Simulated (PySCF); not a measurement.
C₃H₈OSi, SMILES O[C@H]1C[C@H]1[SiH3].

The structure is a stationary point at r2SCAN-D4/def2-SVP. The structure was generated by enumeration; whether it is a known compound was not checked. One conformer was computed; it need not be the lowest.

Two levels are set side by side: PBE/def2-TZVP (PySCF) and CAM-B3LYP/def2-TZVP (PySCF). Same geometry, gas phase. Differences are taken from unrounded values.

```
quantity                     CAM-B3LYP
---------------------------  ---------
orbital gap (eV)                 10.89
highest occupied level (eV)      -9.11
lowest empty level (eV)           1.78
dipole moment (D)                 2.30
mean polarisability (bohr³)       64.4
```

Task: What does PBE give, and how far is it from CAM-B3LYP? (An estimate is asked for; the answer gives what the named calculation found.)

Result: 
```
quantity                       PBE  PBE minus CAM-B3LYP
---------------------------  -----  -------------------
orbital gap (eV)              6.34                -4.56
highest occupied level (eV)  -6.25                 2.86
lowest empty level (eV)       0.08                -1.70
dipole moment (D)             2.26                -0.05
mean polarisability (bohr³)   67.5                  3.1
```

PBE's occupied levels lie high since its potential decays too fast outside the molecule; exact exchange lowers them and widens the gap. PBE's more diffuse valence density responds more strongly to a field. Differences between two approximate levels are no errors against the true value.

Rough cost on one machine, each run with all the roots and properties that it gave: CAM-B3LYP against PBE within a factor of 2.
